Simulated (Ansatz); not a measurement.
Geometry optimisation, Ansatz 0.2.0, RKS PBE0/def2-SVP.

Input file:

```yaml
crystal:
  periodic: [false, false, false]
  atoms:
    - { symbol: Hf, position_ang: [0.0, 0.0, 0.0] }
    - { symbol: O, position_ang: [0.0, 0.0, 2.07] }
    - { symbol: H, position_ang: [-0.9095, -0.2814, 2.4071] }
    - { symbol: "N", position_ang: [2.084, 0.0, -0.7359] }
    - { symbol: H, position_ang: [2.5823, -0.918, -0.9166] }
    - { symbol: H, position_ang: [2.5853, 0.918, -0.9082] }
    - { symbol: F, position_ang: [-0.9326, 1.6157, -0.6593] }
    - { symbol: "N", position_ang: [-1.0409, -1.8034, -0.7359] }
    - { symbol: H, position_ang: [-1.5759, -2.4197, -0.0595] }
    - { symbol: H, position_ang: [-1.0055, -2.0526, -1.7656] }
basis:
  gaussian: { orbitals: def2-SVP }
hamiltonian:
  xc: pbe0
relax:
  f_tol: 0.02
  max_steps: 40
```

Launched with:

```bash
$ ansatz run input.yaml --threads 2 --pin off --max-ram 3072MiB --backend cpu --events-out ev --progress --plain --runs-dir out
```

Q: Where does it end, and by what steps?

A: The forces met the threshold. The force dipped under the threshold on the way, but the program's further checks kept it going. After 21 steps the energy has fallen by 1.330 eV; H3 moved furthest, 0.87 Å.

| step | energy less start (eV) | largest force component (eV/Å) | accepted |
| --- | --- | --- | --- |
| 0 | 0.0000 | 2.039 | yes |
| 1 | -0.9000 | 2.117 | yes |
| 2 | -1.1172 | 1.811 | yes |
| 3 | -1.1681 | 0.566 | yes |
| 4 | -1.1916 | 0.940 | yes |
| 5 | -1.2522 | 0.366 | yes |
| 6 | -1.2922 | 0.223 | yes |
| 7 | -1.3014 | 0.465 | yes |
| 8 | -1.3088 | 0.203 | yes |
| 9 | -1.3160 | 0.248 | yes |
| 10 | -1.3155 | 0.429 | no |
| 11 | -1.3195 | 0.211 | yes |
| 12 | -1.3218 | 0.062 | yes |
| 13 | -1.3237 | 0.205 | yes |
| 14 | -1.3257 | 0.112 | yes |
| 15 | -1.3271 | 0.074 | yes |
| 16 | -1.3288 | 0.072 | yes |
| 17 | -1.3148 | 0.555 | no |
| 18 | -1.3264 | 0.200 | no |
| 19 | -1.3299 | 0.019 | yes |
| 20 | -1.3303 | 0.024 | yes |
| 21 | -1.3304 | 0.018 | yes |

```xyz
10
Properties=species:S:1:pos:R:3
Hf -0.141 -0.035 -0.086
O -0.405 -0.057 1.830
H -0.173 0.025 2.753
N 1.839 -0.047 -0.577
H 2.386 -0.854 -0.867
H 2.458 0.761 -0.549
F -0.894 1.544 -0.908
N -0.914 -1.767 -0.824
H -1.245 -2.556 -0.272
H -1.123 -1.956 -1.803
```

Whether the end is a true minimum wasn't checked by a vibrational analysis.

Run time: 70 s on 2 threads of Arm Neoverse V2, with other jobs on the host, peak memory 0.26 GiB.
